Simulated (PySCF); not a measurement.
**Spin-rotation constants: `InChI=1S/C6H10OS/c7-5-6-3-1-2-4-8-6/h5-6H,1-4H2/t6-/m0/s1`**

Geometry:
```json
{"atom": "O1", "x (Å)": "1.400", "y (Å)": "-1.025", "z (Å)": "1.607"}
{"atom": "C2", "x (Å)": "1.675", "y (Å)": "-1.225", "z (Å)": "0.453"}
{"atom": "C3", "x (Å)": "1.222", "y (Å)": "-0.416", "z (Å)": "-0.722"}
{"atom": "C4", "x (Å)": "0.826", "y (Å)": "1.037", "z (Å)": "-0.504"}
{"atom": "C5", "x (Å)": "-0.306", "y (Å)": "1.239", "z (Å)": "0.503"}
{"atom": "C6", "x (Å)": "-1.584", "y (Å)": "0.519", "z (Å)": "0.080"}
{"atom": "C7", "x (Å)": "-1.381", "y (Å)": "-0.985", "z (Å)": "0.060"}
{"atom": "S8", "x (Å)": "-0.202", "y (Å)": "-1.463", "z (Å)": "-1.240"}
{"atom": "H9", "x (Å)": "2.233", "y (Å)": "-2.130", "z (Å)": "0.146"}
{"atom": "H10", "x (Å)": "1.937", "y (Å)": "-0.506", "z (Å)": "-1.542"}
{"atom": "H11", "x (Å)": "1.713", "y (Å)": "1.576", "z (Å)": "-0.160"}
{"atom": "H12", "x (Å)": "0.529", "y (Å)": "1.454", "z (Å)": "-1.471"}
{"atom": "H13", "x (Å)": "0.008", "y (Å)": "0.872", "z (Å)": "1.480"}
{"atom": "H14", "x (Å)": "-0.504", "y (Å)": "2.309", "z (Å)": "0.590"}
{"atom": "H15", "x (Å)": "-1.896", "y (Å)": "0.858", "z (Å)": "-0.911"}
{"atom": "H16", "x (Å)": "-2.383", "y (Å)": "0.755", "z (Å)": "0.786"}
{"atom": "H17", "x (Å)": "-2.300", "y (Å)": "-1.518", "z (Å)": "-0.183"}
{"atom": "H18", "x (Å)": "-0.996", "y (Å)": "-1.343", "z (Å)": "1.016"}
```

The calculation used PySCF, GIAO PBE/pcSseg-1 magnetisability, rotational g tensor and spin-rotation constants, non-relativistic, gas phase. Geometry: GFN2-xTB.

(1) Give the nuclear spin-rotation constants along the inertial axes (H = +C I·J) beside the isotropic shieldings.

(2) How do the rotational constants and the g tensor change when H9, H10, H11, H12, H13, H14, H15, H16, H17, H18 are replaced by deuterium?

Results:

(1) Rotational constants 2.1057, 1.8347, 1.4603 GHz. A star marks the isotopologue with that one atom substituted, in its own axes.
| atom | isotope | Caa (kHz) | Cbb (kHz) | Ccc (kHz) | mean (kHz) | σ (ppm) |
| --- | --- | --- | --- | --- | --- | --- |
| H9 | 1H | 0.030 | 0.024 | -0.109 | -0.018 | 21.9 |
| H10 | 1H | -0.189 | -0.176 | 0.009 | -0.118 | 28.8 |
| H11 | 1H | -0.119 | -0.049 | -0.140 | -0.103 | 29.3 |
| H12 | 1H | -0.115 | -0.197 | -0.034 | -0.115 | 29.7 |
| H13 | 1H | -0.114 | -0.149 | -0.042 | -0.101 | 28.7 |
| H14 | 1H | -0.156 | -0.030 | -0.147 | -0.111 | 30.2 |
| H15 | 1H | -0.114 | -0.190 | -0.048 | -0.117 | 30.0 |
| H16 | 1H | -0.120 | -0.163 | -0.054 | -0.113 | 29.6 |
| H17 | 1H | -0.107 | -0.083 | -0.130 | -0.107 | 29.3 |
| H18 | 1H | -0.086 | -0.191 | -0.046 | -0.108 | 29.0 |
| O1 | 17O* | -0.797 | -0.954 | -0.957 | -0.903 | -238.1 |
| C2 | 13C* | 0.919 | 0.676 | 0.550 | 0.715 | 1.7 |
| C3 | 13C* | 0.392 | 0.392 | 0.296 | 0.360 | 129.5 |
| C4 | 13C* | 0.351 | 0.317 | 0.241 | 0.303 | 151.1 |
| C5 | 13C* | 0.337 | 0.302 | 0.231 | 0.290 | 156.0 |
| C6 | 13C* | 0.384 | 0.319 | 0.224 | 0.309 | 150.0 |
| C7 | 13C* | 0.362 | 0.294 | 0.258 | 0.304 | 150.1 |
| S8 | 33S* | 0.500 | 0.530 | 0.367 | 0.466 | 493.9 |

For the geometry as given, no vibrational averaging.

(2) Constants 1.8387, 1.5745, 1.2886 GHz; g -0.0203, -0.0124, -0.0154, against -0.0239, -0.0142, -0.0171 before.
